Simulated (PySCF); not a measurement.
# Computed spin Hamiltonian

Compound: C₅H₇O₂Si (doublet state).
Atom-mapped SMILES: `[CH:1]#[C:2][Si@@:3]1([OH:4])[O:5][CH:6][C@H:7]1[CH3:8]` (hydrogens: H9 on C1; H10 on O4; H11 on C6; H12 on C7; H13, H14, H15 on C8)

Geometry (GFN2-xTB, Å), atoms numbered from 1 in this order:
```
atom  x, y, z in Å
C1     3.0532   -0.3195   -0.0763
C2     2.0146    0.2529    0.1139
Si3    0.3698    1.0559    0.3401
O4     0.5550    2.2158    1.4562
O5    -0.3424    1.5783   -1.0906
C6    -1.3447    0.6119   -1.1041
C7    -1.1410   -0.1322    0.1764
C8    -0.9206   -1.6333    0.0410
H9     3.9729   -0.8054   -0.2319
H10   -0.0569    2.9466    1.5088
H11   -1.6141    0.2136   -2.0647
H12   -1.9573    0.0439    0.8851
H13   -1.8245   -2.1209   -0.3210
H14   -0.1132   -1.8361   -0.6592
H15   -0.6552   -2.0633    1.0045
```

The hyperfine couplings belong to this conformer and change with its torsions.

Method used: PySCF 2.14.0, UKS B3LYP, pcH-1 on C H O Si, non-relativistic, mean-field spin-orbit, GIAO. Isolated species at its GFN2-xTB geometry (one conformer only). Couplings are sensitive to structure, and on GFN2-xTB geometries they can be far from those on DFT ones. The SCF solution wasn't tested for stability.

```json
{"g1, g2, g3": "2.00176, 2.00333, 2.00418", "g_iso": "2.00309", "Form of g": "rhombic: the two nearest values differ by 35 % of g3 − g1", "⟨S²⟩": "0.7535 (exact 0.7500)", "Total energy": "-634.67184 Eh"}
```

Hyperfine couplings atom by atom, in 10⁻⁴ cm⁻¹; T1 to T3 are the principal values of the dipolar part (1 × 10⁻⁴ cm⁻¹ = 2.998 MHz):

```tsv
atom	isotope	a_iso	of which spin–orbit	T1	T2	T3	Mulliken spin population
C1	13C	0.9	0.0	-0.2	0.0	0.2	0.00
C2	13C	5.3	0.0	-0.3	-0.2	0.4	0.01
Si3	29Si	-12.7	0.0	-0.9	0.4	0.5	0.01
O4	17O	0.2	0.0	-0.1	0.0	0.1	0.00
O5	17O	-10.5	0.0	-18.4	8.8	9.6	0.11
C6	13C	63.4	0.0	-25.8	-25.3	51.1	0.90
C7	13C	-6.5	0.0	-1.0	-0.4	1.3	-0.05
C8	13C	11.0	0.0	-0.8	-0.8	1.7	0.02
H9	1H	0.1	0.0	-0.2	-0.1	0.3	0.00
H10	1H	0.0	0.0	-0.6	-0.5	1.0	0.00
H11	1H	-6.8	0.0	-11.7	-0.6	12.3	-0.03
H12	1H	26.6	0.0	-1.9	-1.6	3.5	0.03
H13	1H	-0.1	0.0	-1.0	-0.7	1.7	0.00
H14	1H	-0.7	0.0	-1.3	-0.7	2.0	0.00
H15	1H	3.2	0.0	-0.7	-0.5	1.2	0.01
```

The largest Mulliken spin populations are on C6 (+0.90) and O5 (+0.11). No atom but C6 exceeds +0.15. The angles at C6 add up to 348.3°, so it is slightly pyramidal.

Under fast tumbling the dipolar parts average out, and these isotropic splittings remain: 1 × 1H (H12, I = 1/2, 2 lines) with 2.84 mT, 1 × 1H (H11, I = 1/2, 2 lines) with 0.73 mT and 3 × 1H (H13/H14/H15, I = 1/2, 4 lines) with 0.08 mT.

Nuclei that the bonding pattern makes equivalent are averaged, as if the motion that swaps them (rotation, inversion, ring flip) were fast. The three 1H nuclei of mean +2.3 MHz run from -2.2 to 9.5 MHz in the frozen geometry.

The 17O coupling of O5 (-31.5 MHz) shows only in satellite lines or after enrichment, since that isotope makes up about 0.038 % of natural oxygen.

The 29Si coupling of Si3 (-38.1 MHz) shows only in satellite lines or after enrichment, since that isotope makes up about 4.7 % of natural silicon.
